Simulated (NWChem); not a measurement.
Species: FeBr₂, quintet; SMILES [Br][Fe][Br]

Not confirmed as a minimum by frequencies. The spin multiplicity was typed, not searched, and may not be the lowest.

Problem. Give the equilibrium geometry at PBE0/def2-SVP, spin-unrestricted (NWChem) as a Z-matrix, with the point group.

Solution. point group D*h; any orientation.
```
Fe
Br 1 2.2905
Br 1 2.2905 2 179.99
```
